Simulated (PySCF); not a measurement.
C₆ coefficients of unlike pairs at UHF

Calculated with PySCF 2.14 from the dipole response of each species, C₆(A,B) = (3/π) ∫ α_A(iu) α_B(iu) du, in atomic units, from isotropic polarisabilities. For ions this is the dispersion term alone; charge-induced terms of lower order in 1/R come first.

```csv
species,configuration,basis,relativity,α (bohr³),C₆ (like pair)
Zr⁺,[Kr] 4d2 5s1 (4F),aug-cc-pVTZ-DK (9s8p6d3f2g),spin-free X2C,78.40,715.6
Xe⁺,[Kr] 4d10 5s2 5p5 (2P),aug-cc-pVQZ-PP with ECP28MDF (7s7p5d3f2g),core potential,17.78,152.1
Ne,[Ne] (1S),aug-cc-pwCVDZ (5s4p2d),none,1.834,4.131
Be²⁺,1s2 (1S),"aug-cc-pVQZ with one added diffuse shell each of s, p, d, f, g type (7s6p5d4f3g)",none,0.05062,0.01007
```

(1) Estimate C₆ for Ne with Zr⁺.

No spin-orbit coupling is included.

The other pairs:

```json
{"pair": "Be²⁺, Ne", "C₆": "0.1813"}
{"pair": "Be²⁺, Zr⁺", "C₆": "1.160"}
{"pair": "Be²⁺, Xe⁺", "C₆": "0.8236"}
{"pair": "Xe⁺, Zr⁺", "C₆": "281.2"}
{"pair": "Ne, Xe⁺", "C₆": "22.66"}
```

Answers

(1) The integral gives 35.69. The combination rule 2 C_A C_B / (C_A α_B/α_A + C_B α_A/α_B) gives 30.58 and the geometric mean 54.37.
